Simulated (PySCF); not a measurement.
C6H8O2.
Geometry (PBE0-D3(BJ)/def2-SVP, Å), atoms numbered from 1 in this order:
```
atom  x, y, z in Å
C1    -1.347    1.380    0.405
C2    -1.176    0.081    0.149
C3    -2.185   -0.782   -0.545
C4     0.081   -0.631    0.540
C5     1.114   -0.890   -0.572
C6     1.986    0.012    0.281
O7     3.085    0.454    0.252
O8     1.037    0.201    1.239
H9    -2.264    1.897    0.108
H10   -0.578    1.955    0.926
H11   -2.495   -1.623    0.099
H12   -3.082   -0.211   -0.818
H13   -1.768   -1.227   -1.464
H14   -0.147   -1.523    1.149
H15    0.871   -0.478   -1.561
H16    1.494   -1.916   -0.671
```

Level: wB97X-D/def2-SVPD in PySCF, non-relativistic, on one gas-phase PBE0-D3(BJ)/def2-SVP geometry that isn't relaxed in the solvent. The solvent is an IEF-PCM continuum (van der Waals radii × 1.2), and excitations are vertical TDDFT with non-equilibrium linear response and a frozen core. Specific hydrogen bonds and non-electrostatic terms are outside this model.

| run | E − E(gas) (kcal/mol) | HOMO (eV) | HOMO–LUMO gap (eV) | dipole (D) | lowest singlet (eV) | static polarisability (au) |
| --- | --- | --- | --- | --- | --- | --- |
| gas | 0.00 | -9.51 | 11.14 | 4.68 | 6.01 | 75.7 |
| P | -8.13 | -9.27 | 11.06 | 6.15 | 6.19 | 102.4 |
| Q | -3.58 | -9.37 | 11.16 | 5.31 | 6.09 | 86.1 |

**Question.** The runs were made in benzene and water. Which run belongs to which solvent?

**Answer.** P = water, Q = benzene. The dielectric constants are 2.271 (benzene), 78.36 (water), and the energy falls further as ε rises. The optical constants n² used for the excitations are 2.25, 1.78 in the same order. In this model the ground state sees the solvent through ε alone.

**Question.** How constant is the ratio of the lowering to (ε − 1)/(2ε + 1)?

**Answer.** 
```tsv
solvent	(ε − 1)/(2ε + 1)	E − E(gas) (kcal/mol)	ratio (kcal/mol)	polarisation term (kcal/mol)
benzene	0.229	-3.58	-15.6	-3.93
water	0.490	-8.13	-16.6	-10.07
```

The ratio changes by +6.3 % in size from benzene to water. The polarisation term is half the interaction of the solute with the induced surface charges.

Cost: about 60 s of CPU time on one thread; the machine was shared, so the figure is rough. This is the whole response run at wB97X-D/def2-SVPD in water, SCF included.

wB97X-D is run here without its empirical dispersion term; that term would change no orbital, density or response property at a fixed geometry.
